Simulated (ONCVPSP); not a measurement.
**Cutoff test, Ag, ONCV**

```json
{"Element": "silver", "Generator": "ONCVPSP 4.0.1", "Type": "optimised norm-conserving Vanderbilt (ONCV)", "Functional": "LDA (Perdew-Wang 92)", "Relativity": "fully relativistic", "Frozen core": "[Ar] 3d10", "Valence charge": "19", "Reference configuration": "4s2 4p6 4d10 5s1", "Partial waves": "4s+5s: rc 1.25 bohr, ncon 3, nbas 7, qcut 9.7 1/bohr, 2 projectors; 4p: rc 1.25 bohr, ncon 4, nbas 7, qcut 12.4 1/bohr, 1 projector; 4d: rc 1.25 bohr, ncon 3, nbas 8, qcut 14.7 1/bohr, local", "Local potential": "the d channel", "Core correction": "polynomial model core, fcfact 0.3"}
```

Open shells are filled in proportion to 2j + 1.

Question: For each optimised wave give the share of its norm inside rc, the residual kinetic energy above qcut (Ha) and the cutoffs (Ha) for errors of 10, 1, 0.1 and 0.01 mHa per electron.

Answer:

| wave | norm inside rc | residual KE | 10 mHa | 1 mHa | 0.1 mHa | 0.01 mHa |
| --- | --- | --- | --- | --- | --- | --- |
| 4s | 0.865 | 4.2e-06 | 28.1 | 34.9 | 40.3 | 44.6 |
| 5s | 0.031 | 1.0e-06 | 20.8 | 30.1 | 37.0 | 42.2 |
| 4p j=3/2 | 0.773 | 1.8e-07 | 34.9 | 46.8 | 56.0 | 63.2 |
| 4p j=1/2 | 0.801 | 2.0e-07 | 34.6 | 46.9 | 56.2 | 63.5 |
| 4d j=5/2 | 0.475 | 2.2e-09 | 26.8 | 35.1 | 42.1 | 49.8 |
| 4d j=3/2 | 0.489 | 2.1e-09 | 27.4 | 35.9 | 42.9 | 49.9 |

The occupied waves need 47 Ha and 56 Ha for 1 and 0.1 mHa. The potential misses its own reference levels by up to 0.3 eV.
